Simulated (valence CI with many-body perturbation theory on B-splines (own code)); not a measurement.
Energy levels of Mo³⁵⁺

Calculated by relativistic CI+MBPT: five valence electrons over a frozen Dirac-Fock core [He], a basis of 11 s, 11 p, 10 d, 8 f, 5 g, 2 h functions for each j, with the one-electron correlation potential Σ1 (screened to all orders), the two-electron term Σ2, the three-electron term Σ3, Breit, model QED; selected single and double excitations, second order for the rest, scaled by the run's own slope (own B-spline code, finite nucleus).

No measured spectrum was set against this ion. As an estimate, large intervals hold to a few tenths of a per cent, small ones and those within an open d or f shell to about a per cent. Among the levels kept, up to 11000 cm⁻¹ of a level comes from second order outside the variational space, and about a tenth of that is noise between levels of different J, which matters for small intervals.

Levels 181 to 204 of 204, with energies above the lowest level, (2s^2 2p1/2^2 2p3/2) J=3/2. "Leading %" is the weight of the configuration and term that name the level; weights of strongly mixed levels are sums over their largest components and can fall short. In the jj column 3d3/2^4 stands for four electrons in 3d with j = 3/2.

```
No.  Configuration  Term    J  E (eV)  Leading %                     Leading jj    Second component      g
181      2s 2p3 3d   2P°  1/2  3202.8         57  2s 2p1/2 2p3/2^2 3d3/2 (79 %)  16 % 2s 2p3 3d 4D°  0.908
182      2s 2p3 3d   4D°  3/2  3204.3         36  2s 2p1/2 2p3/2^2 3d3/2 (81 %)  18 % 2s 2p3 3d 2P°  1.146
183      2s 2p3 3d   2D°  3/2  3204.8         34  2s 2p1/2 2p3/2^2 3d3/2 (52 %)  30 % 2s 2p3 3d 2P°  1.074
184      2s 2p3 3p    2D  5/2  3205.5         44        2s 2p3/2^3 3p1/2 (88 %)   20 % 2s 2p3 3p 2F  1.188
185      2s 2p3 3d   2F°  7/2  3206.2         37  2s 2p1/2 2p3/2^2 3d5/2 (86 %)  31 % 2s 2p3 3d 4D°  1.228
186      2s 2p3 3d   4D°  1/2  3206.8         52  2s 2p1/2 2p3/2^2 3d3/2 (89 %)  31 % 2s 2p3 3d 2P°  0.498
187         2p4 3s    4P  5/2  3208.4         71      2p1/2^2 2p3/2^2 3s (93 %)      23 % 2p4 3s 2D  1.487
188      2s 2p3 3d   2F°  5/2  3208.5         42  2s 2p1/2 2p3/2^2 3d5/2 (84 %)  32 % 2s 2p3 3d 2D°  1.087
189      2s 2p3 3d   2S°  1/2  3208.9         46  2s 2p1/2 2p3/2^2 3d5/2 (76 %)  10 % 2s 2p3 3d 2P°  1.539
190      2s 2p3 3d   2D°  3/2  3212.1         48  2s 2p1/2 2p3/2^2 3d5/2 (91 %)  22 % 2s 2p3 3d 2P°  1.074
191         2p4 3s    2P  3/2  3215.4         49      2p1/2^2 2p3/2^2 3s (89 %)      26 % 2p4 3s 2D  1.233
192      2s 2p3 3d   2P°  3/2  3216.5         39  2s 2p1/2 2p3/2^2 3d5/2 (71 %)  32 % 2s 2p3 3d 2D°  1.173
193      2s 2p3 3d   2D°  5/2  3220.8         43  2s 2p1/2 2p3/2^2 3d5/2 (76 %)  24 % 2s 2p3 3d 2F°  1.082
194      2s 2p3 3p    4D  7/2  3224.2         48        2s 2p3/2^3 3p3/2 (90 %)   33 % 2s 2p3 3p 2F  1.323
195      2s 2p3 3p    2P  3/2  3228.3         43        2s 2p3/2^3 3p3/2 (82 %)   18 % 2s 2p3 3p 2D  1.287
196      2s 2p3 3p    2D  5/2  3230.5         42        2s 2p3/2^3 3p3/2 (87 %)   28 % 2s 2p3 3p 4P  1.340
197      2s 2p3 3p    2P  1/2  3237.5         47        2s 2p3/2^3 3p3/2 (69 %)   35 % 2s 2p3 3p 2S  1.413
198         2p4 3s    2S  1/2  3242.5         45      2p1/2^2 2p3/2^2 3s (85 %)      31 % 2p4 3s 4P  1.954
199      2s 2p3 3p    2P  1/2  3245.3         39        2s 2p3/2^3 3p1/2 (64 %)   23 % 2s 2p3 3p 4P  1.396
200      2s 2p3 3p    2D  3/2  3245.4         44        2s 2p3/2^3 3p1/2 (92 %)   27 % 2s 2p3 3p 2P  1.067
201         2p4 3p   4P°  3/2  3253.9         37   2p1/2^2 2p3/2^2 3p1/2 (95 %)     17 % 2p4 3p 4S°  1.514
202         2p4 3p   2D°  5/2  3256.2         31   2p1/2^2 2p3/2^2 3p1/2 (94 %)     29 % 2p4 3p 4D°  1.247
203      2s 2p3 3p    2D  5/2  3266.5         51        2s 2p3/2^3 3p3/2 (91 %)   27 % 2s 2p3 3p 4P  1.294
204      2s 2p3 3p    2P  3/2  3269.5         56        2s 2p3/2^3 3p3/2 (92 %)   10 % 2s 2p3 3p 4P  1.281
```

Where two levels of one J and parity lie close, their mixing, g and order are uncertain.
